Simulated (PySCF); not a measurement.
## [Sm(SH)2]+ at several levels of theory

Computed with PySCF 2.14.0 (density fitting, no spin-orbit coupling) at the geometry relaxed with BP86:

```xyz
5
[Sm(SH)2]+ (singlet in the valence; each metal's 4f electrons, 5 of them, lie in its core potential, out of spins and levels)
Sm   -1.1477    1.0194   -0.2832
S    -0.0724    0.6210    1.9859
H     0.8238   -0.3413    1.6087
S    -0.0724   -0.4923   -2.0216
H     0.8238   -1.1221   -1.2022
```

```csv
level,basis,state,HOMO (eV),gap (eV),charge on Sm1 (e),population of f-type functions on Sm1 (polarisation alone where 4f lies in the core),dipole about the centre of mass (D),largest force component (eV/Å)
BP86,"Sm lcecp-1-SVP with ECP51, S def2-SVP, H def2-SVP",singlet,-11.10,3.11,1.04,0.03,3.39,0.01
BP86,"Sm lcecp-1-TZVP with ECP51, S def2-TZVP, H def2-TZVP",singlet,-11.03,3.12,1.35,0.03,3.74,0.15
```

In the lcecp rows the 4f levels are missing from HOMO and gap, and the state counts the valence alone.

Charges are Mulliken's, which hang on the basis. The relaxation used the grid (50, 194), these runs (75, 302) or, all-electron (x2c bases, spin-free X2C Hamiltonian), (99, 590).

Order these levels, in the first row's basis, by the HOMO–LUMO gap they give here, smallest first.
A. M06-L
B. BLYP
C. TPSSh
D. wB97X

B (2.76 eV), A (3.80 eV), C (3.90 eV), D (8.88 eV).

And their other results?


```json
{"level": "wB97X", "state": "singlet", "HOMO (eV)": "-14.28", "gap (eV)": "8.88", "charge on Sm1 (e)": "1.20", "population of f-type functions on Sm1 (polarisation alone where 4f lies in the core)": "0.04", "dipole about the centre of mass (D)": "4.66", "largest force component (eV/Å)": "0.41"}
{"level": "BLYP", "state": "singlet", "HOMO (eV)": "-10.78", "gap (eV)": "2.76", "charge on Sm1 (e)": "0.99", "population of f-type functions on Sm1 (polarisation alone where 4f lies in the core)": "0.03", "dipole about the centre of mass (D)": "3.37", "largest force component (eV/Å)": "0.22"}
{"level": "TPSSh", "state": "singlet", "HOMO (eV)": "-11.50", "gap (eV)": "3.90", "charge on Sm1 (e)": "1.17", "population of f-type functions on Sm1 (polarisation alone where 4f lies in the core)": "0.03", "dipole about the centre of mass (D)": "3.96", "largest force component (eV/Å)": "0.19"}
{"level": "M06-L", "state": "singlet", "HOMO (eV)": "-11.10", "gap (eV)": "3.80", "charge on Sm1 (e)": "1.30", "population of f-type functions on Sm1 (polarisation alone where 4f lies in the core)": "0.03", "dipole about the centre of mass (D)": "4.15", "largest force component (eV/Å)": "0.30"}
```

In the first row's basis the gap widens with exact exchange: 2.8 to 3.8 eV for BLYP, BP86, M06-L (none); 3.9 eV for TPSSh (a fixed share); 8.9 eV for wB97X (rising or full at long range).

An lcecp potential fixes the number of 4f electrons, so in runs with it no electron can move into or out of that shell.
